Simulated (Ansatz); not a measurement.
Program: Ansatz. Geometries: PBE0-D4/def2-TZVP. ΔE: electronic, gas phase. CCSD(T)/CBS adds triple-zeta CCSD(T) − MP2 to the extrapolated MP2 energy (def2 sets, frozen cores). This one scheme is used for every species. Functionals use def2-TZVPP. B3LYP here is the variant with VWN-RPA as its local correlation; programs differ in this. Triplets are unrestricted, without spin–orbit coupling. def2 core potentials past Kr. For Sn outer-core shells are correlated without core-valence functions, which leaves a few kJ/mol of doubt a bond. Each species was taken in one conformer, which may not be the lowest.

Consider the formal loss of a carbene: `CN[BH][SnH3]` → `N[BH][SnH3]` + `[CH2]` (triplet).

`CN[BH][SnH3]`:

```xyz
12

C     1.979   -0.926   -0.422
N     0.762   -0.374    0.137
B    -0.294    0.172   -0.565
Sn   -2.078    0.967    0.545
H     2.095   -1.980   -0.153
H     2.860   -0.383   -0.067
H     1.937   -0.847   -1.508
H     0.730   -0.414    1.145
H    -0.221    0.203   -1.761
H    -2.346    2.637    0.281
H    -3.539    0.177    0.127
H    -1.884    0.767    2.242
```

`N[BH][SnH3]`:

Z-matrix (Å, degrees):
```
Sn
B 1 2.249
H 1 1.711 2 112.9
H 1 1.712 2 112.8 3 -120.6
H 1 1.719 2 111.2 3 119.8
N 2 1.383 1 120.1 3 -120.5
H 2 1.197 1 121.8 3 59.5
H 6 1.007 2 124.0 1 0.0
H 6 1.008 2 122.7 1 -180.0
```

`[CH2]` (triplet):

Cartesian coordinates in Å:
```
C -0.019 0.269 0.057
H -0.865 -0.293 0.421
H 0.885 0.024 -0.478
```

Task: Is it downhill or uphill in electronic energy at CCSD(T)/CBS, and by how much? (Best estimate.)

Result: Ansatz gave: Uphill: ΔE = +408.9 kJ/mol.

Task: What do these levels give: revPBE-D4, PBE0-D4, r2SCANh-D4, r2SCAN0-D4, BHLYP-D4, B2PLYP, revPBE, B3LYP, BHLYP, CCSD/def2-SVP, CCSD/def2-TZVPP, HF/def2-QZVPP? (An estimate is asked.)

Result: The calculation gave: revPBE-D4 403.9, PBE0-D4 406.2, r2SCANh-D4 383.1, r2SCAN0-D4 380.5, BHLYP-D4 389.7, B2PLYP 399.6, revPBE 385.0, B3LYP 393.4, BHLYP 383.3, CCSD/def2-SVP 388.1, CCSD/def2-TZVPP 386.6, HF/def2-QZVPP 262.2 kJ/mol.

Largest T1 diagnostic among the species: 0.014.

From BLYP to BHLYP (50 % exact exchange), in def2-TZVPP and without D4, ΔE moves by −7.8 kJ/mol. Leaving LDA and LC-ωPBE aside and taking each functional with its dispersion term where it has one, the values, not all of them listed here, spread over 38.6 kJ/mol, from r2SCAN0-D4 to ωB97X-V. LDA lies +73.5 kJ/mol from PBE without D4.
